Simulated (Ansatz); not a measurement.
## Pulling the pair apart

The pair of HCN (SMILES C#N, atoms 1–3) and SbH$_{3}$ (SMILES [SbH3], atoms 4–7), both closed shells, in one local arrangement (a lower one may exist), relaxed at PBE0-D4/def2-TZVP:

C1  (0.253, -0.255, -2.702)
N2  (0.082, -0.068, -1.585)
H3  (0.412, -0.430, -3.744)
Sb4  (0.065, 0.792, 1.708)
H5  (-1.470, 0.130, 1.370)
H6  (-0.163, 0.560, 3.392)
H7  (0.820, -0.730, 1.562)
(Å)

SbH$_{3}$ is shifted rigidly along the line between the mean atom positions of the two fragments (negative: closer). Counterpoise interaction energies in kcal/mol. Program: Ansatz 0.2.0. Basis: def2-TZVPPD. Cores are frozen in the correlated methods. Filled d shells of the heavier atoms are correlated. Core potentials replace the inner electrons of the atoms past krypton. The def2 sets are not built for correlating such inner shells, so the correlated values are less sure here. B3LYP uses VWN-RPA correlation.

```csv
shift (Å),MP2,B3LYP-D4,HF
-0.34,-1.29,-1.14,1.17
-0.17,-1.83,-1.72,0.11
0.00,-1.97,-1.88,-0.45
0.17,-1.89,-1.82,-0.70
0.41,-1.64,-1.56,-0.79
0.85,-1.11,-1.00,-0.66
1.70,-0.49,-0.37,-0.35
3.40,-0.13,-0.03,-0.11
```

At the largest shift the D4 term itself is slightly repulsive (B3LYP-D4 +2.4 meV): a quirk of that model, not of the functional.

(1) What does CCSD(T) give at these shifts? (Judge from chemistry; the value comes from the calculation.)

The T1 diagnostic stays at or below 0.015.

Answers

(1) By the calculation: -0.65, -1.34, -1.59, -1.61, -1.44, -1.00, -0.44, -0.12 kcal/mol. For zero shift, CCSD(T) at an estimated basis limit (MP2 extrapolated from triple and quadruple zeta, plus CCSD(T) − MP2 in triple zeta) gives -1.80 kcal/mol. These are counterpoise interaction energies, counted from the two frozen fragments.

For scale, one of the runs: CCSD(T)/def2-TZVPPD, 198 basis functions, launched by `ansatz run in.yaml --threads 4 --pin off --events-out ev --progress --plain --max-ram 9574MiB`. Time: 86 s of wall clock on 4 CPU threads of an Arm Neoverse N1; the host was shared. Peak host memory: 2.6 GiB.
